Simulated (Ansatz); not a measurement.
Total energies of C$_{2}$H$_{2}$Cl$_{2}$Si (`C#C[SiH](Cl)Cl`).

```xyz
7

C    -1.465    0.959    0.989
C    -0.587    0.359    0.422
Si    0.730   -0.560   -0.408
Cl    0.093   -1.117   -2.260
Cl    2.372    0.633   -0.580
H    -2.242    1.493    1.489
H     1.100   -1.767    0.348
```

The species carries charge 0 and has multiplicity 1. All single points use the PBE0-D4/def2-TZVP geometry. Basis def2-TZVPP, Ansatz.

RPA on PBE orbitals: Hartree–Fock energy of these orbitals -1284.89958 Eh, correlation -1.28949 Eh (frozen core).

| functional | energy without D4 (Eh) | D4 term (kJ/mol) |
| --- | --- | --- |
| LDA (SPW92) | -1282.56768 | – |
| PBE | -1286.79020 | -21.0 |
| revPBE | -1287.16563 | -55.6 |
| BLYP | -1287.38305 | -45.3 |
| r2SCAN | -1287.28731 | -5.0 |
| B97M-V | -1287.11304 | – |
| PBE0 | -1286.89737 | -17.9 |
| B3LYP | -1287.46997 | -34.3 |
| r2SCANh | -1287.27859 | -5.4 |
| r2SCAN0 | -1287.26650 | -6.0 |
| HSE06 (plane-wave form) | -1286.87123 | -16.9 |
| BHLYP | -1287.37479 | -28.6 |
| CAM-B3LYP | -1287.40904 | -18.6 |
| LC-ωPBE | -1287.00977 | – |
| ωB97X-V | -1287.21342 | – |
| ωB97M-V | -1287.33162 | – |
| B2PLYP | -1286.97819 | – |
| PBE-QIDH | -1286.63614 | – |

B3LYP takes the VWN-RPA correlation (the form of Gaussian; ORCA's B3LYP/G). HSE06 is the plane-wave form, built on full-range PBE exchange. The double hybrids freeze the cores in their second-order part.

LC-ωPBE has ω = 0.4 bohr⁻¹.
